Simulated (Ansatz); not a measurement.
Isolated molecules relaxed with PBE0-D4/def2-TZVP in Ansatz; ΔE leaves out vibrations. CCSD(T)/CBS is the MP2 limit (def2-TZVPP, def2-QZVPP) plus CCSD(T) − MP2 in def2-TZVPP, frozen cores. This one scheme is used for every species. Each species was taken in one conformer, which may not be the lowest.

`C[SiH2]OC(C)=O` → `C[SiH2]C` + `O=C=O`  (decarboxylation)

```csv
level,ΔE (kJ/mol)
SCS-MP2/def2-TZVPP,51.9
HF/CBS(def2),57.6
```

(1) What does CCSD(T)/CBS give? (Estimate.)

Largest T1 diagnostic among the species: 0.018.

## Answers

(1) Computed: +70.0 kJ/mol. The listed levels differ from it by -18.1, -12.4 kJ/mol.

The D4 term adds +12.1 kJ/mol with B3LYP and +6.6 kJ/mol with PBE0; it sums over pairs of atoms, weighted by their polarisabilities, and B3LYP, whose exchange is more repulsive, gets the larger term. From PBE to PBE0 (25 % exact exchange), in def2-TZVPP and without D4, ΔE moves by +15.7 kJ/mol.

B3LYP here is the variant with VWN-RPA as its local correlation; programs differ in this.
